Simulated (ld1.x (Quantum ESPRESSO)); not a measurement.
## Plane-wave convergence, TM potential for nitrogen (N)

N, norm-conserving Troullier–Martins (Kleinman–Bylander form), made with ld1.x (Quantum ESPRESSO) 7.5 (PBE, non-relativistic). Core [He], reference 2s2 2p3. Waves: 2s (bound): rc 0.70 bohr; 3d channel at -0.2 Ry: rc 1.45 bohr; 2p (bound): rc 1.35 bohr. Local part: the p channel. Core correction: Bessel-smoothed model core inside 0.60 bohr.

The pseudo-atom Hamiltonian at the reference potential is diagonalised in spherical Bessel functions j_l(qr) that vanish at 20 bohr, with q² up to the cutoff. All-electron valence levels (Ry): 2s -1.3640, 2p -0.5215.

Q: How do the lowest levels (Ry) of each channel move with the cutoff, and are there ghosts?

A:

```json
{"cutoff (Ry)": "8", "s #1": "-1.2471", "d #1": "0.0769", "p #1": "-0.1111", "f #1": "0.1195", "Σ f·Δε (mRy)": "1464.4"}
{"cutoff (Ry)": "18", "s #1": "-1.2751", "d #1": "0.0769", "p #1": "-0.2951", "f #1": "0.1195", "Σ f·Δε (mRy)": "856.6"}
{"cutoff (Ry)": "35", "s #1": "-1.3335", "d #1": "0.0769", "p #1": "-0.4757", "f #1": "0.1195", "Σ f·Δε (mRy)": "198.1"}
{"cutoff (Ry)": "55", "s #1": "-1.3472", "d #1": "0.0769", "p #1": "-0.5177", "f #1": "0.1195", "Σ f·Δε (mRy)": "44.6"}
{"cutoff (Ry)": "90", "s #1": "-1.3512", "d #1": "0.0769", "p #1": "-0.5212", "f #1": "0.1195", "Σ f·Δε (mRy)": "25.9"}
{"cutoff (Ry)": "140", "s #1": "-1.3614", "d #1": "0.0769", "p #1": "-0.5214", "f #1": "0.1195", "Σ f·Δε (mRy)": "4.9"}
{"cutoff (Ry)": "230", "s #1": "-1.3628", "d #1": "0.0769", "p #1": "-0.5215", "f #1": "0.1195", "Σ f·Δε (mRy)": "2.1"}
{"cutoff (Ry)": "400", "s #1": "-1.3638", "d #1": "0.0769", "p #1": "-0.5215", "f #1": "0.1195", "Σ f·Δε (mRy)": "0.0"}
```

Result: no extra level below or beside the all-electron valence levels (s, d, p, f tested); 10 mRy is reached at 140 Ry and 1 mRy at 300 Ry.

Its largest configuration-test error is +805 meV.
